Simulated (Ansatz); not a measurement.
Level of theory: frozen-core CCSD(T)/cc-pVTZ // B3LYP-D3(BJ)/def2-TZVP (Ansatz, a quantum-chemistry and plane-wave program).

Ansatz 0.2 input:
```yaml
crystal:
  periodic: [false, false, false]
  atoms:
    - { symbol: C, position_ang: [2.428209, -0.900693, 0.076025] }
    - { symbol: N, position_ang: [1.490185, -0.20261, 0.010613] }
    - { symbol: C, position_ang: [0.329573, 0.611759, -0.066135] }
    - { symbol: C, position_ang: [-0.942819, -0.172988, 0.024492] }
    - { symbol: O, position_ang: [0.43183, 1.795043, -0.189238] }
    - { symbol: H, position_ang: [-0.967651, -0.723165, 0.967295] }
    - { symbol: H, position_ang: [-1.791536, 0.502225, -0.04237] }
    - { symbol: H, position_ang: [-0.97779, -0.90957, -0.780682] }
basis:
  gaussian: { orbitals: cc-pVTZ }
correlation:
  method: ccsd_t
```

Output:

```
Functional definition: HF
1128 factors; integrals over basis functions are off by at most 9.3e-4 eV
mean field evaluation 1: about -6655.0699 eV, gradient 4.1e1 eV
mean field evaluation 2: about -6655.3475 eV, gradient 4.1e1 eV
mean field evaluation 4: about -6658.9800 eV, gradient 5.1e0 eV
mean field evaluation 8: about -6659.0772 eV, gradient 7.0e-1 eV
mean field evaluation 16: about -6659.0799 eV, gradient 2.0e-6 eV
mean field -6659.07991151 eV, -244.7166730613 hartree, gradient 2.0e-6 eV, S^2 0.000000; 0 other end points of the search recorded, 0 dependent functions left out
5 core orbitals not correlated
reference -6659.07991151 eV, -244.7166730613 hartree; 13, 13 occupied and 174, 174 virtual orbitals, 1128 factors
second order -23.80340529 eV of doubles, -0.00000000 eV of singles
cycle   1  -23.42211997 eV  change    3.8e-1 eV  update   1.3e-1
cycle   2  -24.12183872 eV  change   -7.0e-1 eV  update   4.1e-2
cycle   3  -24.29682213 eV  change   -1.7e-1 eV  update   2.1e-2
cycle   4  -24.28083227 eV  change    1.6e-2 eV  update   5.4e-3
cycle   5  -24.27820455 eV  change    2.6e-3 eV  update   2.7e-3
cycle   6  -24.28036216 eV  change   -2.2e-3 eV  update   9.0e-4
cycle   7  -24.28009785 eV  change    2.6e-4 eV  update   3.6e-4
cycle   8  -24.27994076 eV  change    1.6e-4 eV  update   1.3e-4
cycle   9  -24.27999129 eV  change   -5.1e-5 eV  update   4.6e-5
cycle  10  -24.27999135 eV  change   -5.9e-8 eV  update   1.7e-5
perturbative correction -1.17839784 eV, -0.0433053218 hartree
Total energy: -6684.53830069 eV, -245.6522516077 hartree
```

Cost: around 50 core-seconds (rough).
